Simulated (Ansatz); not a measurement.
Born–Oppenheimer molecular dynamics of H10N2OSi2 (15 atoms, charge 0, multiplicity 1). It starts at the highest image of a converged band. Of that band: A structure lower than the last end lies on the path between it and the top, so the climb from that side starts below the end, which may itself be a saddle point or a shallow side well. A vibrational analysis at the climbing image gives one clearly imaginary mode, 588i cm⁻¹: a first-order saddle point.

Method: RKS B3LYP-D4/def2-SVP in Ansatz.

* ensemble: NVE (velocity Verlet)
* time step: 0.5 fs
* steps asked: 200
* starting velocities drawn for: 300 K
* seed: 2724

Frames 1 fs apart, positions in Å, forces in eV/Å.

Velocities at 85 fs (Å/ps):

```
Si 2.19 2.68 -8.92
O -8.51 -9.13 8.32
Si -2.26 2.24 5.53
H 15.45 -9.77 -9.16
H 5.44 -0.21 6.54
H 15.70 -0.43 -7.52
H 26.61 -9.08 -10.66
H 26.20 5.62 -8.70
N -0.17 -1.10 -4.33
H -9.55 -1.14 6.64
H -10.10 9.23 -5.71
N 4.76 0.99 3.60
H -17.01 9.88 24.15
H -2.75 7.51 -17.04
H 23.29 -2.31 -5.76
```

```xyz
15
Properties=species:S:1:pos:R:3:forces:R:3 time_fs=85 energy_less_start_eV=-0.164 T=398
Si 0.480 -0.454 -0.635 1.30 -0.10 -0.35
O -1.350 -1.738 2.457 0.55 1.42 0.12
Si -1.753 -0.351 3.413 1.58 -0.84 -1.01
H -3.201 -0.166 3.466 -0.46 -0.04 0.07
H -1.146 -0.542 4.783 -0.29 0.23 -0.19
H -1.089 0.832 2.701 -0.35 -0.29 0.47
H 1.206 -0.396 -1.958 -0.30 0.24 0.08
H 0.440 0.928 -0.002 -0.27 -0.38 -0.26
N -0.893 -1.429 -0.843 -0.44 0.20 -0.25
H -1.350 -1.550 0.055 -0.66 -0.57 -0.15
H -1.359 -1.767 -1.687 0.06 0.34 0.54
N 1.390 -1.373 0.537 0.13 0.58 1.03
H 1.734 -2.296 0.295 -0.04 -0.11 0.01
H 2.008 -0.909 1.210 -0.07 -0.18 -0.34
H -0.444 -1.580 2.070 -0.74 -0.51 0.23
15
Properties=species:S:1:pos:R:3:forces:R:3 time_fs=86 energy_less_start_eV=-0.081 T=349
Si 0.482 -0.452 -0.644 1.48 -0.32 -0.28
O -1.358 -1.747 2.465 1.51 1.65 -0.28
Si -1.755 -0.349 3.418 2.04 -0.97 -1.14
H -3.188 -0.176 3.457 -0.80 0.05 0.11
H -1.142 -0.541 4.789 -0.33 0.26 -0.22
H -1.075 0.830 2.696 -0.43 -0.36 0.54
H 1.231 -0.404 -1.968 -0.43 0.23 0.22
H 0.465 0.932 -0.012 -0.31 -0.37 -0.28
N -0.894 -1.430 -0.847 -0.63 0.19 0.29
H -1.363 -1.554 0.060 -0.33 -0.45 -0.65
H -1.369 -1.756 -1.690 0.05 0.33 0.50
N 1.395 -1.372 0.541 -0.76 1.19 0.60
H 1.718 -2.287 0.319 0.26 -0.90 -0.19
H 2.005 -0.902 1.192 0.36 0.12 0.14
H -0.425 -1.585 2.066 -1.69 -0.65 0.65
15
Properties=species:S:1:pos:R:3:forces:R:3 time_fs=87 energy_less_start_eV=-0.022 T=314
Si 0.485 -0.449 -0.653 1.59 -0.59 -0.18
O -1.366 -1.755 2.474 1.82 1.75 -0.39
Si -1.756 -0.347 3.424 2.26 -1.10 -1.24
H -3.183 -0.185 3.449 -0.97 0.11 0.14
H -1.141 -0.538 4.792 -0.34 0.27 -0.21
H -1.065 0.825 2.696 -0.46 -0.36 0.56
H 1.252 -0.410 -1.976 -0.53 0.21 0.30
H 0.487 0.932 -0.024 -0.35 -0.31 -0.28
N -0.894 -1.431 -0.851 -0.66 0.24 0.83
H -1.378 -1.562 0.059 -0.05 -0.32 -0.97
H -1.378 -1.742 -1.689 -0.03 0.26 0.26
N 1.399 -1.370 0.545 -1.41 1.40 0.12
H 1.703 -2.287 0.342 0.39 -1.27 -0.26
H 2.006 -0.893 1.175 0.75 0.38 0.54
H -0.423 -1.596 2.068 -1.99 -0.67 0.79
15
Properties=species:S:1:pos:R:3:forces:R:3 time_fs=88 energy_less_start_eV=-0.056 T=334
Si 0.488 -0.447 -0.662 1.63 -0.88 -0.04
O -1.372 -1.761 2.481 1.53 1.73 -0.24
Si -1.757 -0.346 3.428 2.17 -1.24 -1.31
H -3.187 -0.193 3.443 -0.92 0.13 0.15
H -1.143 -0.532 4.794 -0.33 0.26 -0.14
H -1.060 0.816 2.702 -0.45 -0.30 0.52
H 1.268 -0.414 -1.981 -0.59 0.20 0.31
H 0.505 0.929 -0.040 -0.38 -0.20 -0.24
N -0.896 -1.431 -0.855 -0.54 0.32 1.17
H -1.394 -1.573 0.050 0.12 -0.21 -1.01
H -1.388 -1.725 -1.685 -0.15 0.17 -0.08
N 1.402 -1.367 0.550 -1.56 1.11 -0.22
H 1.692 -2.299 0.361 0.30 -0.93 -0.18
H 2.014 -0.882 1.163 0.86 0.42 0.64
H -0.439 -1.613 2.077 -1.69 -0.58 0.67
15
Properties=species:S:1:pos:R:3:forces:R:3 time_fs=89 energy_less_start_eV=-0.145 T=386
Si 0.492 -0.445 -0.672 1.61 -1.19 0.14
O -1.377 -1.767 2.489 0.59 1.60 0.21
Si -1.757 -0.345 3.432 1.80 -1.38 -1.35
H -3.199 -0.201 3.438 -0.66 0.13 0.16
H -1.149 -0.524 4.794 -0.29 0.23 -0.04
H -1.058 0.805 2.712 -0.39 -0.17 0.42
H 1.278 -0.416 -1.983 -0.61 0.18 0.26
H 0.520 0.925 -0.057 -0.40 -0.05 -0.18
N -0.897 -1.432 -0.858 -0.32 0.41 1.15
H -1.409 -1.586 0.030 0.15 -0.14 -0.74
H -1.399 -1.707 -1.681 -0.24 0.11 -0.37
N 1.404 -1.363 0.554 -1.20 0.60 -0.29
H 1.684 -2.319 0.380 0.09 -0.12 -0.02
H 2.030 -0.866 1.157 0.63 0.19 0.40
H -0.471 -1.636 2.093 -0.75 -0.39 0.27
15
Properties=species:S:1:pos:R:3:forces:R:3 time_fs=90 energy_less_start_eV=-0.182 T=408
Si 0.497 -0.443 -0.681 1.52 -1.48 0.36
O -1.383 -1.772 2.497 -0.94 1.42 0.92
Si -1.756 -0.345 3.436 1.23 -1.55 -1.36
H -3.218 -0.206 3.434 -0.27 0.11 0.16
H -1.157 -0.513 4.794 -0.24 0.19 0.08
H -1.061 0.792 2.726 -0.28 0.02 0.28
H 1.282 -0.416 -1.983 -0.58 0.16 0.14
H 0.531 0.920 -0.077 -0.41 0.11 -0.11
N -0.899 -1.432 -0.860 -0.07 0.46 0.71
H -1.423 -1.601 0.004 0.03 -0.11 -0.23
H -1.412 -1.688 -1.681 -0.20 0.11 -0.48
N 1.406 -1.359 0.558 -0.63 0.21 -0.13
H 1.677 -2.341 0.398 -0.11 0.71 0.10
H 2.051 -0.849 1.155 0.17 -0.20 -0.03
H -0.509 -1.663 2.111 0.79 -0.16 -0.40
15
Properties=species:S:1:pos:R:3:forces:R:3 time_fs=91 energy_less_start_eV=-0.136 T=382
Si 0.502 -0.442 -0.690 1.34 -1.73 0.61
O -1.388 -1.775 2.506 -2.39 1.27 1.59
Si -1.754 -0.345 3.439 0.61 -1.72 -1.33
H -3.240 -0.211 3.432 0.14 0.09 0.16
H -1.168 -0.501 4.794 -0.18 0.14 0.21
H -1.066 0.779 2.743 -0.15 0.25 0.11
H 1.281 -0.414 -1.982 -0.50 0.13 -0.03
H 0.538 0.916 -0.097 -0.40 0.27 -0.04
N -0.901 -1.432 -0.861 0.11 0.48 -0.02
H -1.436 -1.616 -0.025 -0.16 -0.12 0.37
H -1.427 -1.668 -1.686 -0.03 0.18 -0.39
N 1.407 -1.355 0.562 -0.14 0.08 0.08
H 1.668 -2.356 0.416 -0.21 1.24 0.15
H 2.075 -0.834 1.152 -0.27 -0.56 -0.41
H -0.541 -1.691 2.125 2.24 0.01 -1.05
15
Properties=species:S:1:pos:R:3:forces:R:3 time_fs=92 energy_less_start_eV=-0.115 T=370
Si 0.508 -0.442 -0.698 1.10 -1.90 0.90
O -1.395 -1.778 2.515 -2.54 1.25 1.67
Si -1.753 -0.345 3.442 0.04 -1.89 -1.26
H -3.260 -0.215 3.432 0.49 0.07 0.15
H -1.180 -0.487 4.797 -0.12 0.09 0.33
H -1.073 0.768 2.761 0.00 0.49 -0.07
H 1.275 -0.411 -1.981 -0.39 0.10 -0.23
H 0.542 0.915 -0.118 -0.39 0.38 0.02
N -0.903 -1.432 -0.863 0.16 0.47 -0.72
H -1.451 -1.633 -0.050 -0.28 -0.13 0.80
H -1.443 -1.646 -1.694 0.21 0.27 -0.17
N 1.407 -1.350 0.566 0.09 0.20 0.21
H 1.658 -2.359 0.437 -0.20 1.33 0.12
H 2.096 -0.824 1.146 -0.55 -0.75 -0.61
H -0.551 -1.719 2.129 2.40 0.02 -1.12
15
Properties=species:S:1:pos:R:3:forces:R:3 time_fs=93 energy_less_start_eV=-0.165 T=398
Si 0.514 -0.442 -0.707 0.80 -1.98 1.20
O -1.404 -1.780 2.526 -1.21 1.24 1.02
Si -1.752 -0.347 3.444 -0.39 -1.98 -1.15
H -3.275 -0.219 3.432 0.74 0.05 0.14
H -1.194 -0.472 4.803 -0.08 0.05 0.39
H -1.079 0.763 2.778 0.13 0.69 -0.22
H 1.266 -0.408 -1.982 -0.25 0.06 -0.43
H 0.542 0.917 -0.139 -0.36 0.42 0.05
N -0.904 -1.431 -0.865 0.01 0.39 -1.05
H -1.469 -1.651 -0.067 -0.20 -0.06 0.86
H -1.456 -1.621 -1.704 0.44 0.33 0.06
N 1.408 -1.346 0.570 0.01 0.54 0.19
H 1.646 -2.350 0.458 -0.11 0.98 0.02
H 2.112 -0.821 1.134 -0.60 -0.73 -0.59
H -0.540 -1.748 2.123 1.09 0.00 -0.50
15
Properties=species:S:1:pos:R:3:forces:R:3 time_fs=94 energy_less_start_eV=-0.197 T=417
Si 0.520 -0.442 -0.715 0.49 -1.96 1.49
O -1.413 -1.782 2.537 0.45 1.11 0.18
Si -1.750 -0.349 3.446 -0.65 -1.95 -1.01
H -3.284 -0.222 3.435 0.87 0.05 0.13
H -1.208 -0.457 4.812 -0.05 0.02 0.39
H -1.085 0.763 2.793 0.20 0.78 -0.32
H 1.254 -0.404 -1.987 -0.12 0.02 -0.59
H 0.538 0.923 -0.159 -0.33 0.38 0.06
N -0.906 -1.430 -0.868 -0.27 0.28 -0.93
H -1.488 -1.669 -0.077 0.11 0.09 0.57
H -1.465 -1.594 -1.714 0.56 0.34 0.20
N 1.409 -1.341 0.575 -0.37 1.03 0.01
H 1.633 -2.332 0.479 0.04 0.25 -0.11
H 2.122 -0.825 1.116 -0.39 -0.49 -0.36
H -0.518 -1.776 2.112 -0.54 0.06 0.29
15
Properties=species:S:1:pos:R:3:forces:R:3 time_fs=95 energy_less_start_eV=-0.175 T=405
Si 0.526 -0.444 -0.723 0.20 -1.85 1.71
O -1.422 -1.783 2.548 1.60 0.90 -0.45
Si -1.749 -0.351 3.447 -0.70 -1.76 -0.84
H -3.284 -0.224 3.438 0.87 0.05 0.11
H -1.223 -0.442 4.825 -0.04 -0.02 0.32
H -1.088 0.771 2.805 0.20 0.74 -0.33
H 1.240 -0.399 -1.997 -0.02 -0.02 -0.68
H 0.531 0.933 -0.179 -0.28 0.27 0.04
N -0.908 -1.429 -0.871 -0.51 0.16 -0.53
H -1.506 -1.687 -0.081 0.49 0.27 0.14
H -1.469 -1.563 -1.721 0.56 0.30 0.21
N 1.410 -1.335 0.579 -0.95 1.51 -0.31
H 1.620 -2.311 0.500 0.19 -0.63 -0.23
H 2.128 -0.833 1.095 0.03 -0.10 0.00
H -0.502 -1.803 2.104 -1.64 0.19 0.85
15
Properties=species:S:1:pos:R:3:forces:R:3 time_fs=96 energy_less_start_eV=-0.155 T=393
Si 0.533 -0.446 -0.729 -0.04 -1.68 1.82
O -1.430 -1.783 2.558 2.07 0.66 -0.76
Si -1.748 -0.354 3.449 -0.58 -1.42 -0.66
H -3.276 -0.227 3.443 0.76 0.05 0.08
H -1.238 -0.427 4.841 -0.04 -0.05 0.18
H -1.090 0.786 2.815 0.13 0.55 -0.27
H 1.227 -0.395 -2.014 0.03 -0.06 -0.66
H 0.521 0.945 -0.198 -0.23 0.10 0.01
N -0.910 -1.427 -0.875 -0.55 0.11 -0.07
H -1.520 -1.702 -0.084 0.78 0.43 -0.23
H -1.468 -1.529 -1.727 0.43 0.23 0.09
N 1.410 -1.328 0.583 -1.48 1.67 -0.67
H 1.609 -2.296 0.518 0.26 -1.22 -0.32
H 2.135 -0.842 1.074 0.52 0.32 0.37
H -0.500 -1.829 2.104 -2.06 0.31 1.09
```

Of the whole run (100 fs, mean temperature of the second half 438 K): The conserved energy stayed within 0.21 meV per atom of its start (net change 0.065 meV per atom), so the integration is sound. The kinetic energy rose, since the run started high on the potential surface and went downhill. It ends in pieces (H4OSi + H6N2Si), so much of that is their flight and rotation, not heat. A run of 0.1 ps of so small a system gives no equilibrium averages. The orbitals stay closed-shell, which can raise the energy where a bond breaks towards radicals; this wasn't checked here.

Time of the run: 5.2 min on 4 threads of Arm Neoverse V2, on a shared host, peak memory 0.32 GiB.
